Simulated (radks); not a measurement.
The numbers below are computed, except where a source is named.
Spherical quantum dot in the effective-mass picture: electrons in a hard-walled sphere of radius 6.99, all in effective atomic units (hartree* = m*/eps^2 hartree, bohr* = eps/m* bohr), one dielectric constant everywhere. Level of theory: non-relativistic Kohn-Sham, PBEsol, spin-polarised, spherical densities (a radial shooting solver with Libxc functionals). Levels are named by radial order and angular momentum (1s, 1p, 1d, 2s, ...), and open shells are averaged over m.

N = 25, configuration 1s2 1p6 1d10 1f(up 7, down 0). This is the lowest configuration that the search found. Occupied levels:

| level | occupation | eigenvalue (hartree*) | <r> (bohr*) |
|---|---|---|---|
| 1s up | 1 | 4.3748 | 5.180 |
| 1s down | 1 | 4.4121 | 5.146 |
| 1p up | 3 | 4.4161 | 5.241 |
| 1p down | 3 | 4.4542 | 5.216 |
| 1d up | 5 | 4.4944 | 5.317 |
| 1d down | 5 | 4.5335 | 5.298 |
| 1f up | 7 | 4.6068 | 5.392 |

Energy (hartree*): total 59.7393, kinetic 11.302, external 0, Hartree 55.028, exchange-correlation -6.5907.
